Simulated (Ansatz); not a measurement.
`[F][Mo](=[S])(=[S])[Cl]` + H₂O → `[OH][Mo]([F])(=[S])=[S]` + HCl at 400 K and 1 bar (formal hydrolysis of a Mo–Cl bond).

Computed with Ansatz on PBE0-D4/def2-TZVP structures; ΔE is electronic, products minus reactants. CBS: MP2 limit from def2 TZ/QZ plus the TZ coupled-cluster correction, frozen cores. This one scheme is used for every species. def2 core potentials past Kr. For Mo outer-core shells are correlated without core-valence functions, which leaves a few kJ/mol of doubt a bond. One conformer a species, not always the lowest.

```tsv
species	CCSD(T)/CBS energy (Eh)	H − E (kJ/mol)	S (J/(mol·K))
`[F][Mo](=[S])(=[S])[Cl]`	-1423.42718	48.5	382.4
H₂O	-76.37941	69.8	198.6
`[OH][Mo]([F])(=[S])=[S]`	-1039.41067	81.4	379.2
HCl	-460.38127	29.6	195.4
```

H − E and S are ideal-gas, rigid-rotor, harmonic terms from PBE0-D4/def2-TZVP, for one conformer and one mirror image of each species. 1 Eh = 2625.50 kJ/mol, R = 8.31446 J/(mol·K).

By hand: ΔE, ΔH, ΔS and ΔG.

ΔE = (-1039.41067) + (-460.38127) − (-1423.42718) − (-76.37941) = 0.01465 Eh = 38.5 kJ/mol. Δ(H − E) = 81.4 + 29.6 − 48.5 − 69.8 = -7.3, so ΔH = 31.2 kJ/mol. ΔS = 379.2 + 195.4 − 382.4 − 198.6 = -6.4 J/(mol·K). ΔG = 31.2 − 400 × (-6.4)/1000 = 33.8 kJ/mol.

By hand: the equilibrium constant, and the temperature at which ΔG would vanish if ΔH and ΔS stayed fixed.

log₁₀ K = −ΔG/(RT ln 10) = -4.4. ΔH and −TΔS have one sign here, so there is no such temperature.

The number of gas molecules stays the same, so ΔS is small and ΔH decides. A doubt of 5 kJ/mol in ΔE shifts log₁₀ K by 0.7 here. Other conformers and mirror images would add mixing entropy, several J/(mol·K) or more a flexible species. These are equilibria of isolated gas molecules and say nothing of rates. Largest T1 diagnostic: 0.025 (customary marks: 0.02 for closed shells, 0.045 for open ones).

ΔS is within the doubt of such terms, so its sign, and with it that verdict, could turn.
